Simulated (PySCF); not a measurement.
CHCl, SMILES [CH]Cl (connectivity only; charge and spin as stated), neutral, multiplicity 1. Geometry optimised at ωB97X-D3(BJ)/def2-TZVPD. The isomer is the one that the SMILES or the coordinates give; other isomers of the formula were not compared.

TDA-PBE/def2-TZVPD in PySCF 2.14.0 puts the lowest singlet excitations at 1.83, 5.03, 5.34, 5.70, 6.61, 6.65 eV.

What are the lowest excitation roots from ADC(3)/aug-cc-pVDZ (PySCF)? (The exact figures need the calculation; the answer reports its results.)

1.82, 3.79, 5.69, 5.99, 6.43, 6.94 eV. S1 differs by 0.00 eV (second minus first; roots are paired by order, and the bases may differ).
